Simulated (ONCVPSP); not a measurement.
What one change does to a pseudopotential (copper (Cu), ONCV)

copper (Cu), optimised norm-conserving Vanderbilt (ONCV), made with ONCVPSP 4.0.1 (BLYP, scalar-relativistic). Core [Ne], reference 3s2 3p6 3d10 4s1. Waves: 3s+4s: rc 1.40 bohr, ncon 4, nbas 9, qcut 10.7 1/bohr, 2 projectors; 3p: rc 0.90 bohr, ncon 4, nbas 7, qcut 15.8 1/bohr, 1 projector; 3d: rc 1.60 bohr, ncon 5, nbas 9, qcut 7.8 1/bohr, 2 projectors, debl 0.8 Ha; f scattering state at 0.13 Ha: rc 1.55 bohr, ncon 4, nbas 9, qcut 6.2 1/bohr, 2 projectors, debl 3.8 Ha. Local part: polynomial inside 0.65 bohr (lpopt 5, dvloc0 6 Ha). Core correction: none.

Change: all radii scaled by about 1.31 (s 1.82, p 1.18, d 2.10, f 2.02 bohr); local potential polynomial inside 0.84 bohr (lpopt 5, dvloc0 6 Ha).

Cutoffs: the cutoffs (Ha) at which the residual kinetic energy of the hardest occupied pseudo-wave falls to 1 and 0.1 mHa per electron; they do not see the model core or the augmentation charge, which bear on the density cutoff. Errors are all-electron minus pseudo energies relative to the spin-unpolarised reference configuration.

Q: Predict the effect on cutoff, ghosts and configuration errors.

A: The potential gets softer (96 Ha and 117 Ha → 52 Ha and 65 Ha); of the 3 tests that both files solve, the error grows in 3 and shrinks in 0 by more than 15 % and 0.3 meV (median size 13.3 → 53.6 meV); neither file shows a bound ghost. A larger radius leaves more room for a smooth pseudo-wave, so fewer plane waves are needed. More of the atom is replaced by a form fitted at one configuration, so other configurations suffer.

```tsv
quantity	base	changed
cutoff, loose	96 Ha	52 Ha
cutoff, tight	117 Ha	65 Ha
loose cutoff by channel	s 26 Ha, p 65 Ha, d 96 Ha	s 17 Ha, p 52 Ha, d 26 Ha
bound ghosts	none	none
GHOST(+) flags under 300 eV	f at 118.8 eV	none
tests with a reliable result	3 of 4	3 of 4
error for 3s2 3p6 3d10 4s0, meV [ΔE 8.28 eV]	+9.8	+13
error for 3s2 3p6 3d9 4s0, meV [ΔE 29.66 eV]	+13	+54
error for 3s2 3p6 3d9 4s1 4p1, meV [ΔE 6.76 eV]	+61	+155
```
